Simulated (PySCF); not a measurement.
PySCF 2.14 output of an unrestricted CAM-B3LYP calculation on a single atom or ion in aug-cc-pwCVTZ-X2C with one added diffuse shell each of s, p, d, f type (11s10p8d4f, 109 functions), with scalar relativity by spin-free X2C-1e:

```
SCF conv_tol = 1e-09
number electrons alpha = 19  beta = 18
    T. Yanai, D. P. Tew, and N. C. Handy.,  Chem. Phys. Lett. 393, 51 (2004)
cycle= 1 E= -3179.19432435731  delta_E= -0.0088  |g|= 0.0558  |ddm|= 0.367
cycle= 2 E= -3179.19459809472  delta_E= -0.000274  |g|= 0.0227  |ddm|= 0.0903
cycle= 3 E= -3179.19464762933  delta_E= -4.95e-05  |g|= 0.00236  |ddm|= 0.0161
cycle= 4 E= -3179.19465034521  delta_E= -2.72e-06  |g|= 0.000595  |ddm|= 0.00704
cycle= 5 E= -3179.19465074035  delta_E= -3.95e-07  |g|= 6.56e-05  |ddm|= 0.00428
cycle= 6 E= -3179.19465075185  delta_E= -1.15e-08  |g|= 8.29e-06  |ddm|= 0.000907
cycle= 7 E= -3179.19465075201  delta_E= -1.62e-10  |g|= 7.63e-07  |ddm|= 0.000124
converged SCF energy = -3179.19465075201  <S^2> = 0.75069411  2S+1 = 2.000694
```

The run itself started from symmetry-adapted Hartree-Fock orbitals and held the occupation by maximum overlap, on a logarithmic radial grid, so the iterations belong to that start.

Question: Which element, charge and spin multiplicity is this?

Answer: Sr⁺ (strontium, charge +1), multiplicity 2; the state was [Kr] 4d1, 2D determinant (an excited configuration).
